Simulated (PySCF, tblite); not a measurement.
Species: C₄H₉NSi₂.
SMILES with atom numbers: `[CH:1]#[C:2][Si@:3]1([SiH3:4])[CH2:5][CH2:6][NH:7]1` (hydrogens: H8 on C1; H9, H10, H11 on Si4; H12, H13 on C5; H14, H15 on C6; H16 on N7)

Structure used (GFN2-xTB), in Å, numbered top down from 1:
```
atom  x, y, z in Å
C1    -0.0684    3.0316    1.0620
C2     0.0292    1.9103    0.6356
Si3    0.2576    0.1657    0.0100
Si4    2.3740   -0.1620   -0.8332
C5    -1.3525   -0.4320   -0.8553
C6    -1.6124   -1.3239    0.3606
N7    -0.3455   -1.0915    1.0303
H8    -0.1664    4.0143    1.4272
H9     2.7840    1.0160   -1.6016
H10    2.5007   -1.3143   -1.7303
H11    3.3654   -0.3377    0.2312
H12   -2.1295    0.3062   -1.0244
H13   -1.2168   -0.9995   -1.7711
H14   -2.4709   -0.9859    0.9511
H15   -1.7529   -2.3832    0.1201
H16   -0.2032   -1.4051    1.9764
```

Jobs on this species (16 atoms, 68 electrons) with PySCF (density fitting) and tblite. Hardware of each: an Arm Neoverse N1 with one thread, no GPU, shared host. Other jobs ran on the host; a repeat could differ by tens of per cent or more.

Question: Rank these jobs by wall time, shortest first.
A. PBE0/pcSseg-1; shieldings, ring-centre shieldings, charges and field gradients; 178 basis functions
B. wB97X-D/def2-SVPD; 8 singlets by full TDDFT, 3 Tamm–Dancoff triplets, polarisability; 220 basis functions
C. GFN2-xTB; Hessian by finite differences

Answer: C (1.0 s), A (46 s), B (85 s).

All jobs:

```tsv
level and settings	work	basis functions	SCF cycles	wall time
GFN2-xTB	Hessian by finite differences	–	–	1.0 s
GFN2-xTB	L-BFGS relaxation	–	–	1.1 s
PBE0/pcSseg-1	shieldings, ring-centre shieldings, charges and field gradients	178	14	46 s
wB97X-D/def2-SVPD	8 singlets by full TDDFT, 3 Tamm–Dancoff triplets, polarisability	220	14	85 s
```

What do all jobs in the table cost together?

About 2.2 min; the longest takes about 64 % of that, and about 85 times as long as the shortest.
